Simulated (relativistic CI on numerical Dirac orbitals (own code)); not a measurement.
## Ions with 29 electrons, In XXI to Er XL

Calculated at this level of theory: Dirac-Coulomb-Breit CI, orbitals from a KLI potential per configuration, model QED (radiative potential, 1s self-energy scaled to tabulated hydrogen-like ionisation energies), unscaled Slater integrals (own radial code, finite nucleus).

CI space (outside the closed core [Ar] 3d10): 4s, 4p, 4d, 4f, 5s, 5p, 5d. Levels of other configurations are missing.

Energies above each ion's lowest level, in eV. Levels are followed by their leading LS label, which can pass from one level to another where the coupling changes.

| Ion | 4s 2S_1/2 | 4p 2P°_1/2 | 4p 2P°_3/2 | 4d 2D_3/2 | 4d 2D_5/2 | 4f 2F°_5/2 | 4f 2F°_7/2 |
| --- | --- | --- | --- | --- | --- | --- | --- |
| In XXI | 0 | 42.906 | 53.22 | 123.18 | 125.11 | 198.34 | 198.51 |
| Sn XXII | 0 | 44.903 | 56.538 | 129.71 | 131.91 | 208.81 | 209.03 |
| Sb XXIII | 0 | 46.911 | 59.989 | 136.36 | 138.87 | 219.41 | 219.68 |
| Te XXIV | 0 | 48.932 | 63.578 | 143.15 | 145.99 | 230.16 | 230.49 |
| I XXV | 0 | 50.965 | 67.317 | 150.08 | 153.28 | 241.06 | 241.46 |
| Xe XXVI | 0 | 53.012 | 71.212 | 157.17 | 160.76 | 252.13 | 252.62 |
| Cs XXVII | 0 | 55.074 | 75.273 | 164.43 | 168.45 | 263.39 | 263.97 |
| Ba XXVIII | 0 | 57.149 | 79.509 | 171.86 | 176.34 | 274.84 | 275.52 |
| La XXIX | 0 | 59.24 | 83.931 | 179.48 | 184.46 | 286.51 | 287.3 |
| Ce XXX | 0 | 61.347 | 88.547 | 187.29 | 192.82 | 298.39 | 299.32 |
| Pr XXXI | 0 | 63.47 | 93.368 | 195.31 | 201.42 | 310.52 | 311.59 |
| Nd XXXII | 0 | 65.61 | 98.406 | 203.56 | 210.29 | 322.9 | 324.12 |
| Pm XXXIII | 0 | 67.766 | 103.67 | 212.03 | 219.44 | 335.55 | 336.94 |
| Sm XXXIV | 0 | 69.939 | 109.17 | 220.74 | 228.88 | 348.48 | 350.06 |
| Eu XXXV | 0 | 72.132 | 114.93 | 229.72 | 238.62 | 361.71 | 363.49 |
| Gd XXXVI | 0 | 74.344 | 120.95 | 238.96 | 248.69 | 375.25 | 377.25 |
| Tb XXXVII | 0 | 76.581 | 127.25 | 248.49 | 259.1 | 389.14 | 391.37 |
| Dy XXXVIII | 0 | 78.828 | 133.83 | 258.3 | 269.86 | 403.36 | 405.85 |
| Ho XXXIX | 0 | 81.104 | 140.73 | 268.44 | 281 | 417.95 | 420.73 |
| Er XL | 0 | 83.398 | 147.94 | 278.9 | 292.53 | 432.93 | 436.01 |

The lowest level keeps the configuration 4s and J = 1/2 throughout.

Between Z = 65 and 68 the energy of 4p 2P°_1/2 follows a local power law Z^1.9. For orientation: electrostatic splittings inside a shell grow about linearly with the screened charge, excitations that change n as its square, and fine structure as its fourth power; written in Z itself the exponents are larger, since the screened charge grows faster in proportion.
